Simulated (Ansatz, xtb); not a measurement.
## A geometry optimisation of ClH3N2Sn with r2SCAN-D4/def2-SVP

The starting geometry of this gas-phase singlet was built from a drawn formula by distance geometry and a force field; its bonds are those of `[N-]=[NH+][SnH2][Cl]`.

```yaml
atoms:
  - { symbol: Cl, position_ang: [-1.3187, 3.2572, 2.9031] }
  - { symbol: N, position_ang: [0.1178, 1.5299, -0.3884] }
  - { symbol: N, position_ang: [-1.0597, 1.2474, -0.0252] }
  - { symbol: Sn, position_ang: [-1.5561, 1.1239, 1.9439] }
  - { symbol: H, position_ang: [-1.7076, 0.9897, -0.8002] }
  - { symbol: H, position_ang: [-3.2684, 0.6541, 2.0459] }
  - { symbol: H, position_ang: [-0.6013, -0.0294, 2.7276] }
```

**Question.** Predict what becomes of its bonds when it is optimised with r2SCAN-D4/def2-SVP.

**Answer.** It keeps its bonds, and is `[N-]=[NH+][SnH2][Cl]`. Distances that change by over a tenth: N3–Sn4 (2.03 → 2.30 Å).

The energy falls by 0.63 eV over 27 steps:

| step | E − E(last) (eV) |
| --- | --- |
| 1 | 0.627 |
| 4 | 0.131 |
| 7 | 0.067 |
| 10 | 0.045 |
| 13 | 0.035 |
| 15 | 0.030 |
| 18 | 0.021 |
| 21 | 0.006 |
| 24 | 0.000 |
| 27 | 0.000 |

Final geometry (Å):

```yaml
atoms:
  - { symbol: Cl, position_ang: [-2.0835, 3.2887, 3.2505] }
  - { symbol: N, position_ang: [-0.7588, 0.0856, -0.5927] }
  - { symbol: N, position_ang: [-0.9828, 1.1883, -0.2099] }
  - { symbol: Sn, position_ang: [-1.5510, 1.3125, 2.0108] }
  - { symbol: H, position_ang: [-0.9291, 2.0392, -0.8250] }
  - { symbol: H, position_ang: [-2.9197, 0.2735, 2.0444] }
  - { symbol: H, position_ang: [-0.1692, 0.5850, 2.7286] }
```

From the same start GFN2-xTB ends elsewhere, in pieces: ClHN2Sn + H2.

No frequencies were run, so the end isn't proven a minimum. Atoms past krypton carry core potentials, without spin–orbit terms. Run with Ansatz 0.2.0, 3.7 min on 1 thread of AMD EPYC (Zen 3) (shared host).
